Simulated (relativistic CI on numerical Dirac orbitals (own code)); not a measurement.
# The 3d ions of charge 2+

Calculated at this level of theory: Dirac-Coulomb-Breit CI, orbitals from a KLI potential per configuration, model QED (radiative potential, 1s self-energy scaled to tabulated hydrogen-like ionisation energies), valence Slater integrals scaled by 0.85 (own radial code, finite nucleus).

Each species is treated in one configuration, given outside its closed core, with all valence electrons in the open shell. Radial values are for the open shell of highest l, unscaled and averaged over j; ζ includes the Breit term. Labels give the leading LS character, summed over repeated terms.

| Ion | Configuration | Its lowest level | LS weight (%) | ⟨r⟩ (bohr) | ⟨r²⟩ (bohr²) | g_J | g√(J(J+1)) | Next level | E (cm⁻¹) |
| --- | --- | --- | --- | --- | --- | --- | --- | --- | --- |
| Sc2+ | 3d | ²D3/2 | 100 | 1.542 | 2.981 | 0.799 | 1.55 | ²D5/2 | 162.53 |
| Ti2+ | 3d² | ³F2 | 100 | 1.408 | 2.499 | 0.666 | 1.63 | ³F3 | 161.46 |
| V2+ | 3d³ | ⁴F3/2 | 100 | 1.299 | 2.134 | 0.399 | 0.77 | ⁴F5/2 | 130.85 |
| Cr2+ | 3d⁴ | ⁵D0 | 100 | 1.208 | 1.852 |  | 0.00 | ⁵D1 | 57.506 |
| Mn2+ | 3d⁵ | ⁶S5/2 | 100 | 1.13 | 1.628 | 2.002 | 5.92 | ⁴G11/2 | 26652 |
| Fe2+ | 3d⁶ | ⁵D4 | 100 | 1.063 | 1.446 | 1.500 | 6.71 | ⁵D3 | 420.36 |
| Co2+ | 3d⁷ | ⁴F9/2 | 100 | 1.005 | 1.296 | 1.333 | 6.63 | ⁴F7/2 | 809.42 |
| Ni2+ | 3d⁸ | ³F4 | 100 | 0.9529 | 1.169 | 1.250 | 5.59 | ³F3 | 1306.2 |
| Cu2+ | 3d⁹ | ²D5/2 | 100 | 0.9067 | 1.062 | 1.200 | 3.55 | ²D3/2 | 1992.9 |

With one configuration, terms of near-neutral atoms and ions can be 10 to 25 % off, and close levels can change places.
